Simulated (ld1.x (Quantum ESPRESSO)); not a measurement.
# What one change does to a pseudopotential (Tm (Z = 69), TM)

| Property | Result |
| --- | --- |
| Element | Tm (Z = 69) |
| Generator | ld1.x (Quantum ESPRESSO) 7.5 |
| Type | norm-conserving Troullier–Martins (Kleinman–Bylander form) |
| Functional | PBE |
| Relativity | fully relativistic |
| Frozen core | [Xe] 4f12 |
| Valence charge | 3 |
| Reference configuration | 5d1 6s0 6p0 (charge +2) |
| Partial waves | 6s (bound, empty): rc 2.25 bohr; 6p (bound, empty): rc 3.65 bohr; 5d (bound): rc 1.80 bohr |
| Local potential | all-electron potential smoothed inside 1.60 bohr (lloc = -1) |
| Core correction | Bessel-smoothed model core, default radius (core density twice the valence density) |

Open shells are filled in proportion to 2j + 1 (rel_dist='average').

All-electron outer shells of the reference configuration (PBE, scalar-relativistic, ld1.x):

```json
{"shell": "4f", "level (eV)": "-24.01", "outermost node (bohr)": "–", "outermost maximum (bohr)": "0.49"}
{"shell": "6s", "level (eV)": "-16.06", "outermost node (bohr)": "1.45", "outermost maximum (bohr)": "2.87"}
{"shell": "5d", "level (eV)": "-15.12", "outermost node (bohr)": "0.71", "outermost maximum (bohr)": "1.76"}
{"shell": "6p", "level (eV)": "-11.21", "outermost node (bohr)": "1.73", "outermost maximum (bohr)": "3.55"}
```

Change: local potential all-electron potential smoothed inside 3.36 bohr (lloc = -1).

Cutoffs: the cutoffs (Ry, on a coarse ladder) from which the occupation-weighted sum of valence levels, in a spherical-Bessel basis at the reference potential, stays within 10 and 1 mRy of its value at 400 Ry; they do not see the model core or the augmentation charge, which bear on the density cutoff. Errors are all-electron minus pseudo energies relative to the spin-unpolarised reference configuration.

Question: Predict the effect on cutoff, ghosts and configuration errors.

Answer: The potential gets neither clearly harder nor softer (18 Ry and 25 Ry → 18 Ry and 25 Ry); the bound ghost in p, s disappears; of the 7 tests that both files solve, the error grows in 2 and shrinks in 4 by more than 15 % and 0.3 meV (median size 17.5 → 8.1 meV); the range in which the d3/2 phases agree narrows (upper end 3.0 → -0.1); the range in which the d5/2 phases agree narrows (upper end 3.0 → -0.1). In the separable form a ghost depends on how the local part lies against the semilocal potential of the channel, so the choice of the local part can create or remove one.

```csv
quantity,base,changed
"cutoff, loose",18 Ry,18 Ry
"cutoff, tight",25 Ry,25 Ry
bound ghosts,"s, p3/2, p1/2",none
"error for 5d1 6s2 6p0, meV [ΔE -20.08 eV]",-18,-0.4
"error for 5d1 6s1 6p0, meV [ΔE -12.93 eV]",-12,-8.1
"error for 5d1 6s1.5 6p0, meV [ΔE -17.19 eV]",-17,-6.9
"error for 5d1 6s0 6p1, meV [ΔE -8.92 eV]",+1.1,+2.9
"error for 5d0 6s2 6p1, meV [ΔE -18.90 eV]",-49,-47
"error for 5d1 6s0 6p2, meV [ΔE -13.45 eV]",+5.5,+12
"error for 5d1.5 6s1.5 6p0, meV [ΔE -18.79 eV]",-44,-29
s: phases at 3.94 bohr within 0.05 rad from the reference energy up to (Ry; the scan ends near 5),-0.0,-0.5
p1/2: phases at 3.94 bohr within 0.05 rad from the reference energy up to (Ry; the scan ends near 5),0.6,0.2
p3/2: phases at 3.94 bohr within 0.05 rad from the reference energy up to (Ry; the scan ends near 5),0.5,0.0
d3/2: phases at 3.94 bohr within 0.05 rad from the reference energy up to (Ry; the scan ends near 5),3.0,-0.1
d5/2: phases at 3.94 bohr within 0.05 rad from the reference energy up to (Ry; the scan ends near 5),3.0,-0.1
```

 A true bound ghost makes a file unfit for plane-wave use even where its test errors are small: the radial tests pick states by their node count and pass the ghost by.
